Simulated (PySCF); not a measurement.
This script is equivalent to a calculation on Si+ (silicon, charge +1).

```python
from pyscf import gto, scf, dft, mp, cc
import basis_set_exchange as bse
mol = gto.M(atom="Si 0 0 0", charge=1, spin=1, symmetry="D2h",
            basis=gto.basis.parse(bse.get_basis("def2-TZVP", elements=["Si"], fmt="nwchem", header=False)))
mf = scf.UHF(mol)
mf.irrep_nelec = {'Ag': (3, 3), 'B1u': (1, 1), 'B2u': (2, 1), 'B3u': (1, 1)}
mf.kernel()
```

Task: What total energy does it give?

Result: -288.57001 hartree (calculated).

Task: Which occupied shell lies highest, and where?

Result: 3p α, at -16.211 eV.

Task: What is ⟨S²⟩, and what would a pure spin state give?

Result: 0.766, against 0.75.
